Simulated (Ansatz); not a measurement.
`[NH]=[Nb]([NH2])([OH])[OH]` + NH₃ → `[NH]=[Nb]([NH2])([NH2])[OH]` + H₂O  (ligand exchange at the Nb–O bond)

Computed with Ansatz on PBE0-D4/def2-TZVP structures; ΔE is electronic, products minus reactants. CBS: MP2 limit from def2 TZ/QZ plus the TZ coupled-cluster correction, frozen cores. This one scheme is used for every species. Functionals use def2-TZVPP. def2 core potentials past Kr. For Nb outer-core shells are correlated without core-valence functions, which leaves a few kJ/mol of doubt a bond. One conformer a species, not always the lowest.

(1) Is it downhill or uphill in electronic energy at CCSD(T)/CBS, and by how much? (Best estimate.)

(2) What do these levels give: B97M-V, r2SCANh-D4, CAM-B3LYP-D4, PBE, r2SCAN, BHLYP, CAM-B3LYP, HF/def2-TZVPP, CCSD/def2-TZVPP, CCSD(T)/def2-TZVPP, HF/def2-QZVPP, CCSD/CBS(def2)? (Estimate.)

(3) What do rigid-rotor, harmonic-oscillator terms from PBE0-D4/def2-TZVP frequencies (298.15 K, 1 bar) make of the CCSD(T)/CBS value? (An estimate is asked.)

Largest T1 diagnostic among the species: 0.021, so the coupled-cluster value is less sure than usual.

Answers

(1) The calculation gave: Uphill: ΔE = +0.53 eV.

(2) Ansatz gave: B97M-V 0.64, r2SCANh-D4 0.61, CAM-B3LYP-D4 0.61, PBE 0.60, r2SCAN 0.62, BHLYP 0.62, CAM-B3LYP 0.63, HF/def2-TZVPP 0.64, CCSD/def2-TZVPP 0.56, CCSD(T)/def2-TZVPP 0.55, HF/def2-QZVPP 0.63, CCSD/CBS(def2) 0.54 eV.

(3) Computed: ΔZPE = -0.04 eV, ΔH = +0.50 eV, ΔS = 5 J/(mol·K), ΔG = +0.49 eV.

The D4 term adds −0.03 eV with B3LYP and −0.02 eV with PBE0; it sums over pairs of atoms, weighted by their polarisabilities, and B3LYP, whose exchange is more repulsive, gets the larger term. At CCSD(T), def2-SVP lies +0.09 eV from the extrapolated value and def2-TZVPP +0.02 eV.

B3LYP here is the variant with VWN-RPA as its local correlation; programs differ in this.
